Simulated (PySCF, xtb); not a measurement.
propoxymethylsilane (C₄H₁₂OSi), SMILES CCCOC[SiH3].

xtb 6.7.1 with GFN2-xTB at its own geometry gives an orbital gap of 5.78 eV and a dipole moment of 1.02 D.

Coordinates come from a B3LYP-D3(BJ)/def2-SVP optimisation. The values are those of a single conformer.

### Question
What does PBE/def2-TZVP run with PySCF give? (Estimate from the structure and the level; the computed values follow.)

### Answer
gap 5.87 eV (levels -5.98 and -0.10 eV), dipole 1.35 D.
